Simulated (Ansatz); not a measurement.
HSZn (SMILES [SH][Zn]), doublet, at a GFN2-xTB geometry (such geometries of metal compounds can be far from the true shape) (the spin is typed, not shown lowest), with bond 3-2 at 1.8 times its length; Ansatz (an electronic-structure program) with SC-NEVPT2/def2-SVP, CASSCF(5,5).

The Ansatz input:
Ansatz 0.2 input:
```yaml
crystal:
  periodic: [false, false, false]
  atoms:
    - {symbol: Zn, position_ang: [-0.42756277, -0.70336504, -0.30708451]}
    - {symbol: S, position_ang: [0.70579770, 1.28173029, 0.49662922]}
    - {symbol: H, position_ang: [2.19677725, 0.04249558, 1.88233857]}
basis:
  gaussian:
    orbitals: def2-SVP
correlation: {method: sc_nevpt2, electrons: all, active_space: {window: {electrons: 5, orbitals: 5}}}
magnetization: {spin_polarized: false, initial_magnetization: 1}
```

It wrote (shortened):

```
Functional definition: HF
510 factors; integrals over basis functions are off by at most 5.9e-4 eV
mean field evaluation 1: about -59193.3908 eV, gradient 1.7e1 eV
mean field evaluation 2: about -59193.4424 eV, gradient 1.7e1 eV
mean field evaluation 4: about -59195.3077 eV, gradient 2.3e0 eV
mean field evaluation 8: about -59195.6102 eV, gradient 1.2e0 eV
mean field evaluation 16: about -59195.6886 eV, gradient 1.9e-5 eV
mean field evaluation 32: about -59192.5223 eV, gradient 2.4e-6 eV
mean field evaluation 64: about -59195.3101 eV, gradient 3.2e-6 eV
mean field evaluation 96: about -59192.5061 eV, gradient 1.1e0 eV
mean field evaluation 128: about -59194.0407 eV, gradient 2.6e-1 eV
mean field -59195.68857070 eV, -2175.4014306943 hartree, gradient 1.8e-6 eV, S^2 0.750000; 11 other end points of the search recorded, 0 dependent functions left out
reference -59195.68857070 eV, -2175.4014306943 hartree; 24, 23 occupied and 30, 31 virtual orbitals, 510 factors
state -59197.83246392 eV, -2175.4802173171 hartree
state -59197.83246392 eV, -2175.4802173171 hartree; corrected -59210.11126276 eV, -2175.9314548515 hartree
Total energy: -59210.11126276 eV, -2175.9314548515 hartree
```
